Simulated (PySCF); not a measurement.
C₄H₅Si, SMILES [C]1=C[SiH2]C=C1, multiplicity 2. Geometry optimised at B3LYP-D3(BJ)/def2-SVP. The isomer is the one that the SMILES or the coordinates give; other isomers of the formula were not compared.

**Question.** Give the equilibrium geometry at B3LYP-D3(BJ)/def2-SVP (PySCF confirms it by a frequency run) as a Z-matrix, and its point group. (An estimate is asked for; the answer gives what the named calculation found.)

**Answer.** point group Cs.
```
Si
H 1 1.4922
H 1 1.4922 2 108.72
C 1 1.8864 2 113.41 3 127.14
C 4 1.3548 1 106.67 2 117.68
H 4 1.0928 5 122.59 1 180.00
H 5 1.0947 4 124.80 6 0.00
C 5 1.4698 7 121.09 4 180.00
C 8 1.3299 5 123.34 7 180.00
H 9 1.0920 8 126.79 5 180.00
```
Charge 0, spin multiplicity 2.
